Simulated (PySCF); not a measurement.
C3H2F3, SMILES F/C=C/[C](F)F, multiplicity 2. Atoms are numbered in the order given.

```xyz
8

F     -0.1964     2.6393     0.0000
C      0.3387     1.4236     0.0000
C     -0.4931     0.3153     0.0000
C     -0.0590    -0.9819     0.0000
F     -0.8529    -2.0236     0.0000
F      1.2077    -1.3291     0.0000
H      1.4297     1.4071     0.0000
H     -1.5740     0.4714     0.0000
```
Charge 0, spin multiplicity 2.

The structure is a stationary point at PBE0-D3(BJ)/def2-SVP. The isomer is the one that the SMILES or the coordinates give; other isomers of the formula were not compared. One conformer was computed; it need not be the lowest.

Two levels are set side by side: PBE/pcH-1 (PySCF) and PBE0/pcH-1 (PySCF). Contact hyperfine couplings, same geometry. Differences are taken from unrounded values.

| quantity | PBE0 |
|---|---|
| A(iso) of 19F, atom F1 (MHz) | 113.9 |
| A(iso) of 13C, atom C2 (MHz) | 73.6 |
| A(iso) of 13C, atom C3 (MHz) | -61.3 |
| A(iso) of 13C, atom C4 (MHz) | 70.1 |
| A(iso) of 19F, atom F5 (MHz) | 95.9 |
| A(iso) of 19F, atom F6 (MHz) | 86.5 |
| A(iso) of 1H, atom H7 (MHz) | -53.7 |
| A(iso) of 1H, atom H8 (MHz) | 14.2 |

What does PBE give, and how far is it from PBE0? (The exact figures need the calculation; the answer reports its results.)


| quantity | PBE | PBE minus PBE0 |
|---|---|---|
| A(iso) of 19F, atom F1 (MHz) | 66.5 | -47.3 |
| A(iso) of 13C, atom C2 (MHz) | 51.1 | -22.4 |
| A(iso) of 13C, atom C3 (MHz) | -41.5 | 19.8 |
| A(iso) of 13C, atom C4 (MHz) | 47.7 | -22.4 |
| A(iso) of 19F, atom F5 (MHz) | 58.0 | -37.9 |
| A(iso) of 19F, atom F6 (MHz) | 52.8 | -33.7 |
| A(iso) of 1H, atom H7 (MHz) | -42.4 | 11.3 |
| A(iso) of 1H, atom H8 (MHz) | 6.0 | -8.2 |

Rough cost on one machine, each run with all the roots and properties that it gave: PBE0 against PBE within a factor of 2.
